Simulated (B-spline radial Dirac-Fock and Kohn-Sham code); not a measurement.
**Auger decay of the 4p1/2 hole in Gd³⁺**

System: Gd³⁺, configuration [Xe] 4f7.

Model: independent-particle radiative and Coulomb Auger rates from relativistic LDA hole-state orbitals, with Dirac-Fock energies. Program: a B-spline atomic structure program. Kinetic energies are configuration averages from the vacuum level; the two-hole energies are estimated from single-hole states.

```
transition  kinetic energy (eV)  width (meV)  share (%)
   N2-N4O1                58.00          571        7.9
   N2-N5O1                63.67         88.1        1.2
   N2-N4O2                83.23          401        5.6
   N2-N4O3                88.18          745       10.4
   N2-N5O2                88.75          365        5.1
   N2-N5O3                93.92         86.3        1.2
   N2-N4N7                98.29         2670       37.2
   N2-N4N6                98.48         1270       17.6
   N2-N5N6                103.3          328        4.6
   N2-N5N7                104.7         85.9        1.2
   N2-N6O1                208.8         29.7        0.4
   N2-O2O3                220.3         40.9        0.6
   N2-N6O2                234.0          112        1.6
   N2-N7O2                234.6          183        2.5
   N2-N6O3                238.9         36.9        0.5
   N2-N6N7                249.7         86.3        1.2
```

Coster-Kronig rates are the weakest part of this model and often come out 1.5 to 2.5 times too large. Super-Coster-Kronig decay this fast strains the one-particle picture, and such widths tend to come out too large. The listed channels hold 99 % of the non-radiative rate. Summed by principal shells, of 7.19 eV in all: NNN 62.0 %, NNO 36.8 %, NOO 1.2 %.

Values without a named source are computed, but for edge energies of neutral atoms, which are taken from tables.
